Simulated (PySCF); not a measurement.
A side-by-side comparison of computed properties.

First species: C2H8SeSi.
SMILES: `CC[SiH2][SeH]`

Second species: Si5H12.
Structure used (PBE0-D3(BJ)/def2-SVP), in Å, numbered top down from 1:
```
atom  x, y, z in Å
Si1   -0.2051   -1.0250   -2.0945
Si2   -0.0092    0.0087   -0.0012
Si3   -0.1314    2.3333   -0.2594
Si4   -1.7286   -0.7353    1.4047
Si5    2.0518   -0.5632    0.9558
H6    -1.5219   -0.6845   -2.7166
H7    -0.1134   -2.5103   -1.9433
H8     0.8912   -0.5607   -2.9999
H9     0.0276    3.0078    1.0660
H10   -1.4537    2.7187   -0.8425
H11    0.9562    2.8013   -1.1735
H12   -3.0619   -0.3899    0.8215
H13   -1.6439   -2.2194    1.5720
H14   -1.6086   -0.0910    2.7491
H15    2.1346   -2.0447    1.1446
H16    3.1746   -0.1249    0.0704
H17    2.1992    0.1024    2.2873
```

Levels: CAM-B3LYP/def2-SVPD for dipole moment, HOMO energy, LUMO energy, HOMO–LUMO gap, static isotropic polarisability and electronic spatial extent ⟨r²⟩ about the centre of nuclear charge; TDDFT CAM-B3LYP/def2-SVPD for lowest singlet excitation; TDA CAM-B3LYP/def2-SVPD for lowest triplet excitation (Tamm–Dancoff); ΔSCF CAM-B3LYP/def2-SVPD for vertical ionisation energy; PBE0-D3(BJ)/def2-SVP for rotational constant A and rotational constant C. Geometries: PBE0-D3(BJ)/def2-SVP. All species are isolated and taken at one optimised geometry, non-relativistic unless stated; the electronic structure was computed with PySCF and density fitting.

The conformers computed, where there is a choice (atom-mapped SMILES and torsion angles):
- `[CH3:1][CH2:2][SiH2:3][SeH:4]`: C1–C2–Si3–Se4 179°, H–Se4–Si3–C2 -65°

| property | column X | column Y |
| --- | --- | --- |
| dipole moment | 1.74 D | 0.02 D |
| HOMO energy | -8.16 eV | -9.21 eV |
| LUMO energy | 0.68 eV | 0.71 eV |
| HOMO–LUMO gap | 8.84 eV | 9.92 eV |
| lowest singlet excitation | 5.30 eV | 6.69 eV |
| lowest triplet excitation (Tamm–Dancoff) | 4.88 eV | 6.05 eV |
| static isotropic polarisability | 82.7 au | 154.2 au |
| vertical ionisation energy | 9.11 eV | 9.72 eV |
| electronic spatial extent ⟨r²⟩ about the centre of nuclear charge | 1006 bohr² | 1704 bohr² |
| rotational constant A | 13.142 GHz | 1.033 GHz |
| rotational constant C | 1.122 GHz | 1.025 GHz |

(1) Which column belongs to which species?

(2) How does each property change from the first species to the second?

Answers

(1) Column X is the first species and column Y the second. The first has 12 atoms and 68 electrons, the second 17 and 82.

(2) dipole moment -1.72 D; HOMO energy -1.05 eV; LUMO energy +0.03 eV; HOMO–LUMO gap +1.08 eV; lowest singlet excitation +1.39 eV; lowest triplet excitation (Tamm–Dancoff) +1.17 eV; static isotropic polarisability +71.5 au; vertical ionisation energy +0.61 eV; electronic spatial extent ⟨r²⟩ about the centre of nuclear charge +698 bohr²; rotational constant A -12.109 GHz; rotational constant C -0.097 GHz.

On the first: The vertical singlet–triplet gap S1 − T1 is 0.42 eV (TDDFT singlet less Tamm–Dancoff triplet; S1: HOMO→LUMO, weight 0.54; T1: HOMO→LUMO, weight 0.55). In wavenumbers S1 is 42800 cm⁻¹ (1 eV = 8065.54 cm⁻¹). The calculation is non-relativistic and has no spin–orbit coupling, an omission that weighs most on selenium.

On the second: The ΔSCF ionisation energy exceeds −ε(HOMO) by 0.51 eV with CAM-B3LYP; the lowest state found was started with its hole in HOMO−1. In wavenumbers S1 is 54000 cm⁻¹ (1 eV = 8065.54 cm⁻¹).
